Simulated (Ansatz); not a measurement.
`[CH3][AlH][SiH](F)[SiH3]` → `F[CH2][Al]([SiH3])[SiH3]`  (isomerisation)

Isolated molecules relaxed with PBE0-D4/def2-TZVP in Ansatz; ΔE leaves out vibrations. CBS: MP2 limit from def2 TZ/QZ plus the TZ coupled-cluster correction, frozen cores. Each species was taken in one conformer, which may not be the lowest.

```json
{"species": "`[CH3][AlH][SiH](F)[SiH3]`", "CCSD(T)/CBS(def2) energy (Eh)": "-962.87742"}
{"species": "`F[CH2][Al]([SiH3])[SiH3]`", "CCSD(T)/CBS(def2) energy (Eh)": "-962.79078"}
```

Work out ΔE.

ΔE = (-962.79078) − (-962.87742) = 0.08664 Eh = +54.4 kcal/mol.

Largest T1 diagnostic among the species: 0.013.

From PBE to PBE0 (25 % exact exchange), in def2-TZVPP and without D4, ΔE moves by +1.5 kcal/mol.
